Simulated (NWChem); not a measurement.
Species: C$_{2}$H$_{4}$Cl$_{2}$; SMILES C(Cl)(Cl)C

Program: NWChem. Pople sets run with spherical d functions. Coordinates come from a PBE0/def2-SVP optimisation. Computed dipoles belong to the equilibrium geometry; the measured one is vibrationally averaged.

Measured dipole moment: 2.06 D (NIST CCCBDB, as tabulated in the package chemicals).

```
level              dipole moment (D)  computed − measured
-----------------  -----------------  -------------------
B3LYP/STO-3G                    2.41                +0.35
B3LYP/3-21G                     2.47                +0.41
B3LYP/6-31G*                    2.18                +0.12
B3LYP/6-31+G*                   2.22                +0.16
B3LYP/def2-SVP                  1.89                -0.17
B3LYP/def2-SVPD                 2.10                +0.04
B3LYP/def2-TZVP                 2.03                -0.03
B3LYP/6-311++G**                2.18                +0.12
B3LYP/aug-cc-pVTZ               2.08                +0.02
```
